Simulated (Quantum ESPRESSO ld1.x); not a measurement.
The numbers below are computed, except where a source is named.
All-electron atom: Nd IV in [Xe] 4f3. Level of theory: scalar-relativistic Kohn-Sham, relativistic LDA (MacDonald-Vosko exchange, VWN5 correlation), spin-unpolarised, spherical densities, point nucleus (ld1.x of Quantum ESPRESSO 7.5). Some entries of the table are withheld. Estimate them.

orbital,occ.,eigenvalue (hartree),<r^2> (bohr^2)
1s,2,-1586.30,0.0007657
2s,2,-257.872,0.01211
2p,6,-231.011,0.009667
3s,2,(1),0.08158
3p,6,-48.3728,0.08146
3d,10,-36.5014,0.06899
4s,2,-12.2039,0.4169
4p,6,-9.40475,0.4698
4d,10,-5.40909,0.5746
5s,2,-2.48182,(2)
5p,6,-1.77128,(3)
4f,3,-1.14927,1.204
5d,0,-0.89292,5.801
6s,0,-0.78289,(4)
6p,0,(5),(6)
5f,0,-0.33543,24.55

Answer. 
(1) 3s eigenvalue (hartree): -56.8753
(2) 5s <r^2> (bohr^2): 2.313
(3) 5p <r^2> (bohr^2): 3.051
(4) 6s <r^2> (bohr^2): 11.69
(5) 6p eigenvalue (hartree): -0.60008
(6) 6p <r^2> (bohr^2): 16.11
